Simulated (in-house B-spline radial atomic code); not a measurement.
Inner-shell binding energies (edges) and X-ray emission energies of free atoms and ions, as differences of relaxed hole-state energies with first-order Breit, QED and recoil terms, without correlation or multiplet splittings, in NIST's listed ground configurations. For neutral atoms such line energies lie within some 1 to 5 eV of tabulated X-ray lines (up to 20 eV for the heaviest). K = 1s, L1 = 2s, M5 = 3d5/2. A dash marks a subshell that is part filled or wasn't run, or a line left out. Computed with a B-spline radial code for spherical atoms: Dirac-Hartree-Fock, average of the configuration, finite nuclei.

```json
{"ion": "In", "configuration": "[Kr] 4d10 5s2 5p1", "K edge (eV)": "27947.1", "L1 edge (eV)": "4252.55", "M5 edge (eV)": "451.45"}
{"ion": "Sn+", "configuration": "[Kr] 4d10 5s2 5p1", "K edge (eV)": "29216.4", "L1 edge (eV)": "4488.68", "M5 edge (eV)": "502.1"}
{"ion": "Sb2+", "configuration": "[Kr] 4d10 5s2 5p1", "K edge (eV)": "30519.2", "L1 edge (eV)": "4734.09", "M5 edge (eV)": "556.66"}
{"ion": "Te3+", "configuration": "[Kr] 4d10 5s2 5p1", "K edge (eV)": "31855.6", "L1 edge (eV)": "4988.57", "M5 edge (eV)": "614.85"}
{"ion": "I4+", "configuration": "[Kr] 4d10 5s2 5p1", "K edge (eV)": "33225.8", "L1 edge (eV)": "5252.06", "M5 edge (eV)": "676.51"}
{"ion": "Xe5+", "configuration": "[Kr] 4d10 5s2 5p1", "K edge (eV)": "34630", "L1 edge (eV)": "5524.55", "M5 edge (eV)": "741.54"}
{"ion": "Cs6+", "configuration": "[Kr] 4d10 5s2 5p1", "K edge (eV)": "36068.4", "L1 edge (eV)": "5806.07", "M5 edge (eV)": "809.86"}
{"ion": "Ba7+", "configuration": "[Kr] 4d10 5s2 5p1", "K edge (eV)": "37541.3", "L1 edge (eV)": "6096.66", "M5 edge (eV)": "881.43"}
```
